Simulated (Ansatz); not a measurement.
System: sum formula SiNH2F3 (charge 0, singlet). SMILES: [Si](F)(F)(F)N
Structure (B3LYP-D3(BJ)/def2-TZVP (Ansatz, a program for electronic structure) minimum search):
```
Si
F 1 1.5800
F 1 1.5800 2 110.23
F 1 1.5841 2 105.72 3 113.80
N 1 1.6755 2 109.62 4 125.44
H 5 1.0060 1 122.47 2 -38.32
H 5 1.0060 6 112.93 1 163.76
```

Property: vertical triplet-singlet gap (E(triplet) - E(singlet); each state is the SCF solution reached for its spin), in kcal/mol. Cores are frozen in the correlated levels unless marked. Open shells are spin-unrestricted. No spin-orbit coupling. No relativistic terms. CBS marks a two-point X^-3 extrapolation of the correlation energy; Hartree-Fock from the larger set. The bracket is a focal-point correction in the basis named.

RI-MP2/CBS(aug-cc-pV(T+d)Z,aug-cc-pV(Q+d)Z)+[CCSD(T)-MP2]/aug-cc-pV(T+d)Z (Ansatz) gives 158.7 kcal/mol.

Task: Another calculation gave 152.9 kcal/mol. Which level was it?
A. PBE/def2-TZVPD (Ansatz)
B. B2PLYP/def2-TZVPD (Ansatz)
C. SVWN5/def2-TZVPD (Ansatz)
D. wB97M-V/def2-TZVPD (Ansatz)

Result: C, SVWN5/def2-TZVPD (Ansatz). The others give 148.2 (PBE), 155.6 (B2PLYP), 159.1 (wB97M-V) kcal/mol.
